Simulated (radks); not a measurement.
Task: The caesium ion Cs8+, configuration [Kr] 4d10 5s1. Method: scalar-relativistic Kohn-Sham, exchange-only LDA, spin-polarised, spherical densities, point nucleus; open shells are filled with parallel spins first (spin-orbit coupling, left out, can overturn this in heavy ions); computed with a radial shooting solver on a logarithmic mesh with Libxc functionals. Some entries of the table are withheld. Estimate them.

| orbital | occ. | eigenvalue (hartree) | <1/r> (bohr^-1) | r(max) (bohr) |
|---|---|---|---|---|
| 1s up | 1 | -1318.205 | 59.35 | 0.01680 |
| 1s down | 1 | -1318.201 | 59.35 | 0.01680 |
| 2s up | 1 | -210.1362 | 13.63 | 0.09497 |
| 2s down | 1 | -210.1339 | 13.63 | 0.09497 |
| 2p up | 3 | -189.0125 | 13.00 | 0.07619 |
| 2p down | 3 | -189.0102 | 13.00 | 0.07620 |
| 3s up | 1 | -46.77251 | 4.911 | 0.2728 |
| 3s down | 1 | -46.76902 | 4.911 | 0.2728 |
| 3p up | 3 | -39.97302 | 4.665 | 0.2668 |
| 3p down | 3 | -39.96949 | 4.665 | 0.2668 |
| 3d up | 5 | -29.96535 | 4.423 | 0.2202 |
| 3d down | 5 | -29.96214 | 4.423 | 0.2202 |
| 4s up | 1 | -11.92779 | 2.028 | 0.6413 |
| 4s down | 1 | -11.91947 | 2.029 | 0.6413 |
| 4p up | 3 | -9.74030 | 1.868 | 0.6711 |
| 4p down | 3 | -9.72988 | 1.871 | 0.6711 |
| 4d up | 5 | -6.54256 | 1.612 | 0.7164 |
| 4d down | 5 | -6.52528 | 1.618 | 0.7158 |
| 5s up | 1 | -4.37769 | 0.8812 | 1.435 |
| 5s down | 0 | -4.28631 | 0.8887 | 1.425 |
| 5p up | 0 | (1) | 0.8008 | 1.568 |
| 5p down | 0 | (2) | 0.8051 | 1.558 |
| 6s up | 0 | -2.27476 | 0.4960 | 2.736 |
| 6s down | 0 | -2.21755 | 0.4849 | 2.763 |

Result: 
(1) 5p up eigenvalue (hartree): -3.72679
(2) 5p down eigenvalue (hartree): -3.62863
